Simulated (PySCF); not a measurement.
ClGaH₂S₂, SMILES [SH][Ga]([SH])[Cl].

Geometry: PBE0-D3(BJ)/def2-SVP. Other conformers were not sampled.

Computed with M06-2X/def2-TZVP run with PySCF.

The molecule is in vacuum.

Estimate the frontier levels, gap, dipole moment and polarisability. (An estimate is asked for; the answer gives what the named calculation found.)


```yaml
highest_occupied_level: -9.11 eV
lowest_empty_level: -0.47 eV
orbital_gap: 8.64 eV
dipole_moment: 2.52 D
quadrupole, principal values (traceless, Buckingham form, about the centre of nuclear charge): -6.07, 0.71, 5.36 D·Å
mean_static_polarisability: 76.4 bohr³ (11.32 Å³)
polarisability_principal_values: 53.1, 84.2, 91.9 bohr³
```
